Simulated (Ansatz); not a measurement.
[ScF6]3- (ScF6³⁻) was relaxed with r2SCAN-D4 (def2-SVPD) in Ansatz in these states: charge -2 doublet, charge -3 singlet. The geometries follow in no particular order.

A multiply charged anion in the gas phase is held together partly by the finite basis. Removing one electron lowers the energy by 2.92 eV at PBE0-D4/def2-TZVPD, so it isn't bound.

A:

Cartesian coordinates in Å:
```
Sc 0.000 0.000 0.000
F 0.962 -1.494 -0.996
F -0.962 1.494 0.996
F -1.335 0.152 -1.531
F 1.335 -0.152 1.531
F 1.205 1.370 -0.906
F -1.205 -1.370 0.906
```

B:

```
atom   x (Å)   y (Å)   z (Å)
 Sc1   0.000   0.000   0.000
  F2   1.746  -1.005   0.530
  F3  -1.746   1.005  -0.530
  F4   0.552   1.599   1.215
  F5  -0.552  -1.599  -1.215
  F6  -0.993  -0.878   1.607
  F7   0.993   0.878  -1.607
```

Problem. Judge from the bond lengths which geometry belongs to which state (an estimate).

Solution. A is the charge -2 doublet (Sc1–F6 2.037 Å, Sc1–F2 2.037 Å, Sc1–F3 2.037 Å); B is the charge -3 singlet (Sc1–F6 2.083 Å, Sc1–F2 2.083 Å, Sc1–F3 2.083 Å).

At r2SCAN-D4/def2-SVPD the highest occupied level of the relaxed charge -2 doublet lies above zero (up to 0.93 eV). The electron is either unbound and held by the finite basis, or the level is raised by self-interaction error. At r2SCAN-D4/def2-SVPD the highest occupied level of the charge -3 singlet lies above zero (up to 6.16 eV). By energy differences it is unbound by 2.92 eV (vertical, against the charge -2 doublet, at PBE0-D4/def2-TZVPD) and held by the finite basis.
